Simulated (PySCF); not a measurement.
In(H)(Cl)(Et) (C2H6ClIn), SMILES C[CH2][InH][Cl]. Geometry optimised at B3LYP-D3(BJ)/def2-SVP. The structure was generated by enumeration; whether it is a known compound was not checked. The def2 effective core potentials stand for the cores of In; spin–orbit coupling is left out. Other conformers were not sampled.

Computed equilibrium geometry at B3LYP-D3(BJ)/def2-SVP (PySCF confirms it by a frequency run) as a Z-matrix, and its point group (one conformer of several):
point group Cs.
```
C
H 1 1.1023
H 1 1.1023 2 106.21
C 1 1.5288 2 111.86 3 -122.31
H 4 1.1021 1 112.12 2 -60.21
H 4 1.1021 5 107.13 1 123.41
H 4 1.1042 5 106.97 6 114.42
In 1 2.1810 2 105.20 3 111.21
H 8 1.7302 1 136.67 2 124.03
Cl 8 2.3952 9 111.44 1 180.00
```
